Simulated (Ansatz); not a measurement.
`C[SiH2][Al]([CH3])[OH]` → Al• + 2 C• + 9 H• + O• + Si•  (atomization)

Computed with Ansatz on PBE0-D4/def2-TZVP structures; ΔE is electronic, products minus reactants. CCSD(T)/CBS adds triple-zeta CCSD(T) − MP2 to the extrapolated MP2 energy (def2 sets, frozen cores). This one scheme is used for every species, atoms too. Functionals use def2-TZVPP. HSE06 is defined as in plane-wave codes. Open shells (•) are unrestricted, without spin–orbit coupling. Spin–orbit coupling would lower the free atoms: a little for Al, C, O, Si. Each species was taken in one conformer, which may not be the lowest.

(1) What is ΔE at CCSD(T)/CBS? (An estimate is asked.)

(2) What do these levels give: LDA (SPW92), PBE-D4, BLYP-D4, PBE0-D4, r2SCANh-D4, HSE06-D4, PBE, HSE06, LC-ωPBE, CCSD/def2-SVP, SCS-MP2/def2-TZVPP, CCSD(T)/def2-TZVPP? (Estimate.)

Largest T1 diagnostic among the species: 0.018.

## Answers

(1) The calculation gave: +1188.5 kcal/mol.

(2) Ansatz gave: LDA (SPW92) 1326.8, PBE-D4 1192.5, BLYP-D4 1176.1, PBE0-D4 1180.4, r2SCANh-D4 1183.5, HSE06-D4 1181.0, PBE 1186.4, HSE06 1176.1, LC-ωPBE 1179.8, CCSD/def2-SVP 1112.1, SCS-MP2/def2-TZVPP 1168.2, CCSD(T)/def2-TZVPP 1159.9 kcal/mol.

In def2-TZVPP, CCSD(T) changes the Hartree–Fock value by +267.7 kcal/mol (the triples alone add +13.2 kcal/mol) and MP2 by +276.0 kcal/mol; breaking electron pairs costs correlation energy, which Hartree–Fock lacks. From PBE to PBE0 (25 % exact exchange), in def2-TZVPP and without D4, ΔE moves by −11.3 kcal/mol: exact exchange takes away binding that semilocal exchange gives to molecules.

For atomizations the MP2-based limit and the directly extrapolated one differ by several kJ/mol either way, and by 10 to 25 for some Ge, Se and Sn compounds, so smaller differences from it don't rank the levels.
